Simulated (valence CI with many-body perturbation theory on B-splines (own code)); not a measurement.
# E1 line list for Sn I

Calculated by relativistic CI+MBPT: four valence electrons over a frozen Dirac-Fock core [Kr] 4d10, a basis of 11 s, 11 p, 10 d, 8 f, 5 g, 2 h functions for each j, with the one-electron correlation potential Σ1 (screened to all orders), the two-electron term Σ2, the three-electron term Σ3, Breit, model QED; selected single and double excitations, second order for the rest, scaled by the run's own slope (own B-spline code, finite nucleus).

Against 31 measured levels this calculation errs by 59 cm⁻¹ on average and by 363 at most. These come from a selection out of the NIST Handbook of Basic Atomic Spectroscopic Data. Levels without a partner in it may be off by more. Among the levels kept, up to 570 cm⁻¹ of a level comes from second order outside the variational space, and about a tenth of that is noise between levels of different J, which matters for small intervals.

Lines 151 to 200 of 353 in falling wavelength, among levels below 7.029 eV, chosen from the strongest by gf and those to the six lowest levels. Wavelengths and rates use the calculated energies, so an error of 60 cm⁻¹ moves a line at 1284 nm by 0.77 % and its rate by three times that or more. Electric multipoles are in the length gauge, E1 and E2 with the static RPA response of the core. Weak lines are less certain than strong ones. Lines between different terms over intervals too small for the method are left out, as are lines whose strength nearly cancels. Where a level lies close to another of its J and parity, the split of strength between their lines is uncertain. The highest levels of a list are the least certain.

Levels are named by their leading jj configuration (3d3/2^4 stands for four electrons in 3d with j = 3/2), which in mixed levels can hold well under half, so a name can repeat and another be missing. Letters in brackets count levels of one name in rising energy.

| λ vac (nm) | λ from measured levels | Upper | Lower | A (s⁻¹) | log gf | Branch % |
| --- | --- | --- | --- | --- | --- | --- |
| 1309 |  | (4f7/2 5s^2 5p1/2) J=4 | (5s^2 5p1/2 5d5/2) J=3 | 1.59e+07 | 0.57 | 93.3 |
| 1305 |  | (4f5/2 5s^2 5p1/2) J=3 | (5s^2 5p1/2 5d5/2) J=3 | 9.17e+05 | -0.79 | 4.8 |
| 1303 |  | (4f5/2 5s^2 5p3/2) J=1 | (5s^2 5p3/2 5d3/2) J=1 | 5.08e+06 | -0.41 | 32.6 |
| 1302 |  | (4f7/2 5s^2 5p1/2) J=3 | (5s^2 5p1/2 5d5/2) J=3 | 7.99e+05 | -0.85 | 4.6 |
| 1301 |  | (4f7/2 5s^2 5p3/2) J=2 | (5s^2 5p3/2 5d3/2) J=1 | 9.72e+05 | -0.91 | 6.4 |
| 1299 |  | (5s^2 5p1/2 6d3/2) J=2 | (5s^2 5p1/2 6p3/2) J=2 | 2.26e+06 | -0.54 | 10.9 |
| 1296 |  | (5s^2 5p3/2 6d3/2) J=0 | (5s^2 5p3/2 6p1/2) J=1 | 9.17e+06 | -0.64 | 38.0 |
| 1293 |  | (5s^2 5p1/2 6d3/2) J=1 | (5s^2 5p1/2 6p1/2) J=0 | 4.28e+06 | -0.49 | 6.2 |
| 1284 | 1285 | (5s^2 5p3/2 5d5/2) J=1 | (5s^2 5p1/2 6p1/2) J=1 | 2.82e+06 | -0.68 | 3.0 |
| 1282 |  | (4f5/2 5s^2 5p1/2) J=2 | (5s^2 5p1/2 5d3/2) J=1 | 1.19e+07 | 0.17 | 71.2 |
| 1278 |  | (4f7/2 5s^2 5p3/2) J=3 | (5s^2 5p3/2 5d5/2) J=2 | 1.07e+07 | 0.26 | 61.9 |
| 1278 |  | (4f5/2 5s^2 5p3/2) J=2 | (5s^2 5p3/2 5d5/2) J=2 | 1.24e+06 | -0.82 | 7.5 |
| 1273 |  | (5s^2 5p3/2 6d3/2) J=1 | (5s^2 5p3/2 6p1/2) J=1 | 4.92e+06 | -0.45 | 15.6 |
| 1272 | 1254 | (5s^2 5p3/2 6p3/2) J=1 | (5s^2 5p3/2 6s) J=2 | 1.66e+06 | -0.92 | 10.5 |
| 1270 | 1253 | (5s^2 5p3/2 6p1/2) J=2 | (5s^2 5p3/2 6s) J=1 | 1.90e+06 | -0.64 | 9.5 |
| 1257 |  | (5s^2 5p1/2 8d5/2) J=2 | (5s^2 5p3/2 6p1/2) J=1 | 9.67e+05 | -0.94 | 4.4 |
| 1254 |  | (4f7/2 5s^2 5p3/2) J=2 | (5s^2 5p3/2 5d5/2) J=2 | 3.21e+06 | -0.42 | 21.0 |
| 1241 |  | (5s^2 5p1/2 7d5/2) J=2 [b] | (5s^2 5p3/2 6p3/2) J=1 | 3.17e+06 | -0.44 | 8.7 |
| 1231 |  | (5s^2 5p3/2 6d3/2) J=3 | (5s^2 5p3/2 6p3/2) J=2 | 2.55e+06 | -0.39 | 2.1 |
| 1229 |  | (4f5/2 5s^2 5p1/2) J=3 | (5s^2 5p1/2 5d5/2) J=2 | 3.57e+06 | -0.25 | 18.8 |
| 1227 |  | (4f7/2 5s^2 5p1/2) J=3 | (5s^2 5p1/2 5d5/2) J=2 | 1.27e+07 | 0.30 | 72.6 |
| 1214 |  | (4f7/2 5s^2 5p3/2) J=4 | (5s^2 5p3/2 5d5/2) J=4 | 2.64e+06 | -0.28 | 14.7 |
| 1208 | 1194 | (5s^2 5p3/2 6p3/2) J=3 | (5s^2 5p3/2 6s) J=2 | 1.82e+07 | 0.45 | 100.0 |
| 1199 |  | (5s^2 5p1/2 6d5/2) J=3 | (5s^2 5p1/2 6p3/2) J=2 | 6.71e+06 | 0.01 | 4.0 |
| 1198 | 1183 | (5s^2 5p1/2 6p3/2) J=1 | (5s^2 5p1/2 6s) J=1 | 4.84e+06 | -0.50 | 24.2 |
| 1194 |  | (4f7/2 5s^2 5p3/2) J=5 | (5s^2 5p3/2 5d5/2) J=4 | 1.83e+07 | 0.63 | 98.3 |
| 1191 |  | (4f5/2 5s^2 5p3/2) J=4 | (5s^2 5p3/2 5d5/2) J=4 | 4.73e+05 | -1.04 | 3.0 |
| 1191 |  | (5s^2 5p3/2 6d5/2) J=4 | (5s^2 5p3/2 6p3/2) J=3 | 1.14e+07 | 0.34 | 99.6 |
| 1189 | 1174 | (5s^2 5p1/2 6p3/2) J=2 | (5s^2 5p1/2 6s) J=1 | 1.92e+07 | 0.31 | 99.9 |
| 1185 | 1170 | (5s^2 5p3/2 6p1/2) J=1 | (5s^2 5p3/2 6s) J=1 | 1.38e+06 | -1.06 | 6.4 |
| 1179 |  | (5s^2 5p1/2 8d5/2) J=3 | (5s^2 5p3/2 6p1/2) J=2 | 1.54e+06 | -0.65 | 9.2 |
| 1175 | 1162 | (5s^2 5p3/2 6p1/2) J=2 | (5s^2 5p3/2 6s) J=2 | 1.76e+07 | 0.26 | 88.4 |
| 1174 |  | (5s^2 5p1/2 8d5/2) J=2 | (5s^2 5p3/2 6p1/2) J=2 | 1.11e+06 | -0.94 | 5.0 |
| 1167 |  | (4f5/2 5s^2 5p1/2) J=3 | (5s^2 5p1/2 5d3/2) J=2 | 1.38e+07 | 0.29 | 72.6 |
| 1165 |  | (4f7/2 5s^2 5p1/2) J=3 | (5s^2 5p1/2 5d3/2) J=2 | 2.55e+06 | -0.44 | 14.5 |
| 1165 |  | (4f5/2 5s^2 5p1/2) J=2 | (5s^2 5p1/2 5d3/2) J=2 | 2.39e+06 | -0.61 | 14.3 |
| 1156 | 1146 | (5s^2 5p1/2 6p3/2) J=1 | (5s^2 5p1/2 6s) J=0 | 1.49e+07 | -0.05 | 74.7 |
| 1153 |  | (5s^2 5p3/2 6d5/2) J=2 | (5s^2 5p3/2 6p3/2) J=1 | 4.89e+06 | -0.31 | 17.2 |
| 1144 | 1126 | (5s^2 5p1/2 6p1/2) J=0 | (5s^2 5p1/2 6s) J=1 | 2.04e+07 | -0.40 | 98.8 |
| 1137 |  | (5s^2 5p1/2 6d3/2) J=2 | (5s^2 5p1/2 6p1/2) J=1 | 9.16e+06 | -0.05 | 44.4 |
| 1133 | 1119 | (5s^2 5p3/2 6p3/2) J=2 | (5s^2 5p3/2 6s) J=1 | 1.78e+07 | 0.23 | 82.4 |
| 1121 |  | (4f7/2 5s^2 5p3/2) J=4 | (5s^2 5p3/2 5d5/2) J=3 | 1.21e+07 | 0.31 | 67.0 |
| 1118 |  | (4f5/2 5s^2 5p3/2) J=3 | (5s^2 5p3/2 5d5/2) J=3 | 1.66e+06 | -0.66 | 8.5 |
| 1107 |  | (4f7/2 5s^2 5p3/2) J=3 | (5s^2 5p3/2 5d5/2) J=3 | 2.97e+06 | -0.42 | 17.2 |
| 1102 | 1090 | (5s^2 5p3/2 6p1/2) J=1 | (5s^2 5p3/2 6s) J=2 | 1.99e+07 | 0.04 | 91.8 |
| 1101 |  | (5s^2 5p3/2 6d3/2) J=3 | (5s^2 5p3/2 6p1/2) J=2 | 8.19e+05 | -0.98 | 0.7 |
| 1101 |  | (4f5/2 5s^2 5p3/2) J=4 | (5s^2 5p3/2 5d5/2) J=3 | 1.76e+06 | -0.54 | 11.1 |
| 1078 |  | (4f5/2 5s^2 5p3/2) J=3 | (5s^2 5p3/2 5d3/2) J=2 | 1.49e+07 | 0.26 | 76.7 |
| 1067 |  | (4f5/2 5s^2 5p3/2) J=2 | (5s^2 5p3/2 5d3/2) J=2 | 3.34e+06 | -0.55 | 20.3 |
| 1057 | 1046 | (5s^2 5p3/2 6p3/2) J=2 | (5s^2 5p3/2 6s) J=2 | 3.59e+06 | -0.52 | 16.6 |
